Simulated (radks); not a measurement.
The numbers below are computed, except where a source is named.
Charge is removed step by step from the 4p down level of Zr, starting from [Ar] 3d10 4s2 4p(up 3, down 3) 4d2 5s2. Code: a radial shooting solver on a logarithmic mesh with Libxc functionals. Model: scalar-relativistic Kohn-Sham, BLYP, spin-polarised, spherical densities, point nucleus; open shells are filled with parallel spins first (spin-orbit coupling, left out, can overturn this in heavy ions).

removed (e)  E - E(0) (eV)  eigenvalue (eV)  E minus straight line (eV)
0                    0.000          -31.557                       0.000
0.25                 8.190          -34.018                      -0.992
0.5                 17.016          -36.647                      -1.346
0.75                26.518          -39.413                      -1.026
1                   36.725          -42.295                       0.000

Removing the whole electron costs 36.725 eV by Delta-SCF, against 31.557 eV from minus the eigenvalue at the starting occupation. Slater's transition state (half an electron removed) gives 36.647 eV. Integrating minus the eigenvalue over the occupation (Janak's theorem) gives 36.739 eV. In this scalar-relativistic scheme the density is built from large components alone, so the theorem holds only approximately. The mean slope of the eigenvalue, de/dn, is 10.7 eV per electron.
